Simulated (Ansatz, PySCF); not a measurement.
Members of the series Al-XY, Y = hydroxy; each row names its spin state. Isolated molecules, 0 K electronic values unless said otherwise. One relaxed conformer stands for each flexible species; it need not be the lowest. Strings in code marks are SMILES.

Quantity: adiabatic spin-state energy, in kJ/mol. Levels without diffuse functions put anions too high.

Level 1: PBE/aug-cc-pVTZ // PBE0-D3(BJ)/def2-TZVPD (Ansatz, a quantum-chemistry and plane-wave program)
Level 2: PBE0/aug-cc-pVTZ // PBE0-D3(BJ)/def2-TZVPD (Ansatz)
Level 3: M06-2X/6-31G* // PBE0-D3(BJ)/def2-TZVPD (PySCF)
Level 4: PBE/6-31G* // PBE0-D3(BJ)/def2-TZVPD (PySCF)

| species | level 2 | level 3 | level 4 |
|---|---|---|---|
| `O=[CH][Al-][OH]`: multiplicity 3 minus multiplicity 1 | 53.1 | 98.8 | 66.3 |
| `[OH][AlH-]`: multiplicity 3 minus multiplicity 1 | 86.7 | 115.8 | 109.4 |
| `[OH][Al-][OH]`: multiplicity 3 minus multiplicity 1 | 141.8 | 176.1 | 172.4 |
| `[OH][Al-][SH]`: multiplicity 3 minus multiplicity 1 | 143.8 | 166.5 | 157.8 |
| `[C-]#[N+][Al-][OH]`: multiplicity 3 minus multiplicity 1 | 148.8 | 175.2 | 166.3 |
| `N#[C][Al-][OH]`: multiplicity 3 minus multiplicity 1 | 120.5 | 142.4 | 131.7 |
| `[NH2][Al-][OH]`: multiplicity 3 minus multiplicity 1 | 134.4 | 163.7 | 155.8 |
| `C=[CH][Al-][OH]`: multiplicity 3 minus multiplicity 1 | 88.6 | 118.4 | 105.4 |

Task: What does level 1 give for each?

Result: 
- `O=[CH][Al-][OH]`: multiplicity 3 minus multiplicity 1: 41.8
- `[OH][AlH-]`: multiplicity 3 minus multiplicity 1: 88.7
- `[OH][Al-][OH]`: multiplicity 3 minus multiplicity 1: 144.6
- `[OH][Al-][SH]`: multiplicity 3 minus multiplicity 1: 146.2
- `[C-]#[N+][Al-][OH]`: multiplicity 3 minus multiplicity 1: 150.4
- `N#[C][Al-][OH]`: multiplicity 3 minus multiplicity 1: 121.3
- `[NH2][Al-][OH]`: multiplicity 3 minus multiplicity 1: 135.3
- `C=[CH][Al-][OH]`: multiplicity 3 minus multiplicity 1: 87.0
